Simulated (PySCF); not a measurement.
## H₂RuO + H₂O → RuH₄ + O₂

Level: PBE0 in the def2-TZVP basis family, computed in PySCF with density fitting; scalar-relativistic core potentials for atoms from Rb on, none lighter, no spin–orbit coupling; open shells unrestricted.

```json
{"species": "H₂RuO", "state and structure": "triplet, Cs, Ru–H 1.568 Å (×2), Ru–O 1.658 Å; H–Ru–H 84.4°, H–Ru–O 104.3° (×2)", "ZPE (kJ/mol)": "43.3", "H(298 K) − H(0) (kJ/mol)": "11.1", "S° (J/(mol K))": "268.8"}
{"species": "H₂O", "state and structure": "singlet, C2v, O–H 0.960 Å (×2); H–O–H 105.1°", "ZPE (kJ/mol)": "56.5", "H(298 K) − H(0) (kJ/mol)": "9.9", "S° (J/(mol K))": "188.7"}
{"species": "RuH₄", "state and structure": "singlet, C4v, Ru–H 1.530 Å (×4); H–Ru–H 67.4° (×4), H–Ru–H 103.3° (×2)", "ZPE (kJ/mol)": "77.5", "H(298 K) − H(0) (kJ/mol)": "11.3", "S° (J/(mol K))": "233.0"}
{"species": "O₂", "state and structure": "triplet, D∞h, O–O 1.193 Å", "ZPE (kJ/mol)": "10.3", "H(298 K) − H(0) (kJ/mol)": "8.7", "S° (J/(mol K))": "204.9"}
```

Q: Is the gas-phase reaction uphill or downhill in electronic energy at this level, and by how much?

A: At PBE0/def2-TZVP, ΔE = 352.8 kJ/mol, uphill. 

Q: Add zero-point, thermal and entropy terms for 298.15 K and 1 bar.

A: ΔZPE = -12.0 and Δ[H(298) − H(0)] = -1.0 kJ/mol give ΔH° = 339.8 kJ/mol. ΔS° = -19.6 J/(mol K), so ΔG° = 339.8 − 298.15 × (-0.0196) = 346 kJ/mol.

Open d or f shells are single determinants, so the state found may not be the ground state. Only the bonding shown was studied: isomers, or loss of a ligand pair, can lie lower.
